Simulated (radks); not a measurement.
Values are calculated unless marked as measured or tabulated.
K+, 18 electrons, occupied as [Ar]. Code: a radial shooting solver on a logarithmic mesh with Libxc functionals. Model: scalar-relativistic Kohn-Sham, AM05, spin-polarised, spherical densities, point nucleus.

Local quantities along the radius. ELF = 1/(1 + alpha^2) is the electron localisation function; alpha = (tau - tau_W)/tau_unif compares the Pauli kinetic energy density with that of the uniform gas (summed over spins); s = |grad rho|/(2 (3 pi^2)^(1/3) rho^(4/3)) is the reduced gradient; r v_xc is r times the local exchange-correlation potential of spin up (hartree bohr). tau is taken from the large components.

r (bohr),ELF,alpha,s,r v_xc
0.00379,1.000,0.01294,0.4337,-0.06288
0.004817,1.000,0.01347,0.4288,-0.07820
0.006124,1.000,0.01428,0.4276,-0.09713
0.007723,1.000,0.01541,0.4299,-0.1194
0.009818,1.000,0.01710,0.4359,-0.1473
0.01248,1.000,0.01957,0.4463,-0.1805
0.01587,0.999,0.02331,0.4618,-0.2193
0.02017,0.999,0.02916,0.4837,-0.2637
0.02564,0.998,0.03884,0.5140,-0.3128
0.0326,0.997,0.05591,0.5552,-0.3645
0.04144,0.992,0.08864,0.6105,-0.4154
0.05226,0.977,0.1541,0.6796,-0.4590
0.06644,0.914,0.3073,0.7628,-0.4919
0.08446,0.694,0.6636,0.8266,-0.5076
0.1074,0.365,1.320,0.7779,-0.5112
0.1365,0.251,1.728,0.5413,-0.5411
0.1735,0.394,1.239,0.3241,-0.6327
0.2206,0.678,0.6892,0.3121,-0.7348
0.2804,0.830,0.4530,0.4300,-0.8234
0.3536,0.851,0.4179,0.6169,-0.8588
0.4496,0.699,0.6555,0.8871,-0.8086
0.5715,0.209,1.944,1.035,-0.6843
0.7265,0.128,2.608,0.4676,-0.6680
0.9236,0.594,0.8260,0.2451,-0.8245
1.174,0.865,0.3948,0.4445,-0.9386
1.493,0.874,0.3801,0.7335,-0.9492
1.897,0.784,0.5255,1.171,-0.8292
2.393,0.537,0.9284,1.943,-0.6324
3.042,0.174,2.176,3.646,-0.4413
3.867,0.021,6.898,7.969,-0.3027
4.916,0.001,31.83,21.31,-0.2000

On this mesh the ELF has minima near r = 0.14, 0.64 bohr, which separate the shells, and maxima near 0.31 (0.85), 1.3 (0.88).

Self-consistent cycle (total energy in hartree, residual of the potential): 1: -600.159475, 2e+00; 2: -600.432983, 1e+00; 3: -600.546633, 2e-01; 4: -600.548099, 5e-02; 5: -600.548344, 3e-03; 6: -600.548342, 3e-04; 7: -600.548342, 3e-05; 8: -600.548342, 9e-06; 9: -600.548342, 4e-06; 10: -600.548342, 2e-07; 11: -600.548342, 1e-07; 12: -600.548342, 5e-09; 13: -600.548342, 1e-10.
